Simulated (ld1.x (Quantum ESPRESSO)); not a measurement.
An all-electron radial function and its pseudo partner (chromium)

Columns: radius, all-electron u(r) and pseudo u(r) of the 3p shell (level -45.85 eV) of chromium in the configuration [Ne] 3s2 3p6 3d5 4s0.75 4p0.25; PW91, scalar-relativistic, TM scheme, ld1.x (Quantum ESPRESSO) 7.5.

```csv
r (bohr),all-electron,pseudo
0.093,0.4399,-0.0379
0.185,0.5403,-0.1450
0.278,0.2343,-0.3084
0.370,-0.1875,-0.5019
0.463,-0.5680,-0.7020
0.555,-0.8413,-0.8765
0.648,-1.0087,-1.0062
0.740,-1.0837,-1.0758
0.833,-1.0912,-1.0875
0.925,-1.0534,-1.0526
1.018,-0.9869,-0.9868
1.110,-0.9062,-0.9062
1.203,-0.8185,-0.8185
1.295,-0.7316,-0.7316
1.388,-0.6472,-0.6472
1.480,-0.5694,-0.5694
1.573,-0.4973,-0.4973
1.665,-0.4331,-0.4331
1.758,-0.3752,-0.3752
1.850,-0.3246,-0.3246
1.943,-0.2796,-0.2796
2.035,-0.2408,-0.2408
2.128,-0.2066,-0.2066
2.220,-0.1773,-0.1773
2.313,-0.1518,-0.1518
2.405,-0.1300,-0.1300
```

**Question.** How many radial nodes do the two functions have?

**Answer.** The all-electron 3p function has n − l − 1 = 1; the pseudo-wave has 0, since the states of the same l below it are removed with the core.

**Question.** At about which radius was the pseudo-wave matched?

**Answer.** 1.10 bohr, where the columns begin to agree (steps of 0.09 bohr).

**Question.** Where does each function peak?

**Answer.** Outermost all-electron maximum near 0.83 bohr, pseudo maximum near 0.83 bohr (to the table’s step).

**Question.** Is the pseudo-wave norm-conserving?

**Answer.** Yes: the TM scheme keeps the norm inside the radius equal to the all-electron one, which fixes the energy derivative of the logarithmic derivative at the level.
